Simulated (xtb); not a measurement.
Si(CCH)2(F)(H) (C₄H₃FSi), SMILES C(#C)[SiH](F)C#C. All values are semi-empirical tight-binding results from xtb (GFN2-xTB unless named), good for trends rather than for accurate numbers. Geometry optimised at GFN2-xTB. This is a generated structure with no PubChem entry under its InChIKey; it may be hypothetical.

Optimised geometry:

Bonds (Å): Si1–F2 1.613, Si1–C3 1.847, Si1–C5 1.847, Si1–H7 1.455, C3–C4 1.202, C4–H8 1.052, C5–C6 1.202, C6–H9 1.052. Angles (°): F2–Si1–C3 107.4, F2–Si1–C5 107.4, F2–Si1–H7 105.7, C3–Si1–C5 108.9, C3–Si1–H7 113.5, C5–Si1–H7 113.5, Si1–C3–C4 179.3, C3–C4–H8 179.6, Si1–C5–C6 179.3, C5–C6–H9 179.6.
Charge 0, spin multiplicity 1.

| Property | Result |
|---|---|
| point group as xtb finds it | Cs |
| orbital gap | 5.28 eV |
| dipole moment | 1.92 D |
| zero-point energy | 30.2 kcal/mol |
| G − E(el) at 298.15 K (modified RRHO) | 10.0 kcal/mol |
| static polarisability (D4 model) | 69.7 bohr³ |
| solvation energy, GFN2-xTB/ALPB(water) | -1.4 kcal/mol |
| solvation energy, GFN2-xTB/ALPB(octanol) | -4.9 kcal/mol |

Computed atomic charges and the Wiberg bond orders between heavy atoms:
charges (e) Si1 0.56, F2 -0.28, C3 -0.11, C4 -0.07, C5 -0.11, C6 -0.07, H7 -0.07, H8 0.08, H9 0.08. Bond orders Si1–F2 1.07, Si1–C3 0.91, C3–C4 2.93, Si1–C5 0.91, C5–C6 2.93.
